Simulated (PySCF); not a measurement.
**Simulated absorption spectrum**

Species: C₆H₁₄AsB.
Cartesian coordinates in Å at the PBE0-D3(BJ)/def2-SVP level; atoms count from 1:
```
atom  x, y, z in Å
C1    -1.447   -0.847    1.251
B2    -1.205    0.266    0.168
C3    -2.340    0.580   -0.876
C4     0.150    1.095    0.106
C5     0.870    0.786   -1.223
C6     1.463   -0.615   -1.114
As7    2.233   -0.757    0.713
C8     1.155    0.845    1.237
H9    -2.277   -1.533    1.022
H10   -1.728   -0.308    2.178
H11   -0.549   -1.431    1.513
H12   -2.194    1.490   -1.477
H13   -2.405   -0.278   -1.571
H14   -3.328    0.626   -0.388
H15   -0.152    2.161    0.095
H16    0.190    0.876   -2.088
H17    1.684    1.515   -1.383
H18    2.230   -0.829   -1.873
H19    0.684   -1.391   -1.207
H20    3.494    0.035    0.364
H21    0.671    0.658    2.207
H22    1.843    1.693    1.370
```

The calculation used TDDFT PBE0/def2-SVPD, vertical, gas phase, core orbitals frozen in the response in PySCF. The PBE0/def2-SVPD calculation is non-relativistic and has no spin–orbit coupling, an omission that weighs most on arsenic.

Each state is given a Gaussian of 0.4 eV full width at half maximum, with ε(max) = 2.175×10⁸ f / Δν̃ (Δν̃ the width in cm⁻¹). The width is an assumption, not a result. The curve ends short of the highest state used, and states not computed would add to its high-energy end.

```
E (eV)  ε (L mol⁻¹ cm⁻¹)
  4.66                 1
  4.72                 2
  4.79                 8
  4.85                20
  4.92                49
  4.99               101
  5.05               164
  5.12               249
  5.18               310
  5.25               342
  5.32               321
  5.38               272
  5.45               211
  5.51               194
  5.58               269
  5.65               514
  5.71               921
  5.78              1688
  5.84              2601
  5.91              3867
  5.98              5101
  6.04              5861
  6.11              6125
  6.17              5746
  6.24              4775
  6.31              3620
  6.37              2778
  6.44              2145
  6.50              1917
  6.57              2027
```

Task: Where are the band maxima, and which computed states make them?

Result: 236 nm (5.26 eV), ε about 340, made up of S1 (100%); 203 nm (6.10 eV), ε about 6100, made up of S3 (24%) and S4 (74%) (ε in L mol⁻¹ cm⁻¹; maxima over ε = 5, shares over 10%). At its high-energy end, 6.57 eV, the curve is still rising (ε about 2000, from S6 and S8). The states used: S1 5.26 eV (f 0.0051); S2 5.81 eV (f 0.0021); S3 5.97 eV (f 0.029); S4 6.14 eV (f 0.069); S5 6.34 eV (f 0.0010); S6 6.53 eV (f 0.017); S7 6.87 eV (f 0.0041); S8 6.97 eV (f 0.152); S9 7.10 eV (f 0.0021); S10 7.17 eV (f 0.020).

Task: On this curve, what absorbance would a 10⁻⁵ mol/L sample give at 248 nm over a 1 cm path?

Result: 248 nm is 4.999 eV, where ε is about 110 L mol⁻¹ cm⁻¹, so A = ε c l ≈ 0.0011 (Beer–Lambert, with the gas-phase spectrum and the assumed width).

Task: Coming from long wavelengths, where does ε first pass 100 L mol⁻¹ cm⁻¹?

Result: At about 248 nm (4.99 eV), 0.27 eV below S1.

Task: What would ε be at 6.10 eV, the highest of these maxima, with half the width (0.2 eV)?

Result: About 9780 L mol⁻¹ cm⁻¹ against 6130, a factor of about 1.6; a lone state at its own centre would give exactly 2.

All these states lie below the vertical ionisation energy of 8.64 eV (ΔSCF).

Hardware: one thread of an Intel Xeon at 2.50 GHz, shared host with 64 logical CPUs at a one-minute load of 62. Cost: 8.6 min wall (grids of density and orbitals included), 1.3 GiB resident at most.

One conformer stands for the species.
